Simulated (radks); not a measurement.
Results of a calculation; reference values are marked as such.
Q: The mean radii <r> (bohr) of the occupied orbitals of an atom or ion are listed with their occupations. Code: a radial shooting solver on a logarithmic mesh with Libxc functionals. Model: Dirac Kohn-Sham, PBE, spin-unpolarised, spherical densities, finite nucleus; Fermi nuclear charge, rms radius of each element as measured or else 0.836 A^(1/3) + 0.57 fm.

orbital  occ.      <r>
1s1/2       2  0.03111
2s1/2       2   0.1345
2p1/2       2   0.1141
2p3/2       4   0.1192
3s1/2       2   0.3682
3p1/2       2   0.3599
3p3/2       4   0.3708
3d3/2       4   0.3435
3d5/2       6   0.3470
4s1/2       2   0.9006
4p1/2       2   0.9578
4p3/2       4   0.9855
4d3/2     2.8    1.192
4d5/2     4.2    1.204

Name the element and its charge. Open shells, if any, are shared by 2j + 1.

A: Z = 47, silver, charge +4: Ag4+ in [Kr] 4d7. The 1s radius gives Z: for a bare nucleus <r> = (2 gamma + 1)/(2Z) with gamma = sqrt(1 - (Z/c)^2), 0.03062 bohr for Z = 47, and screening makes it slightly larger (0.03111 here). The occupations add up to 43, and the charge is Z minus that.
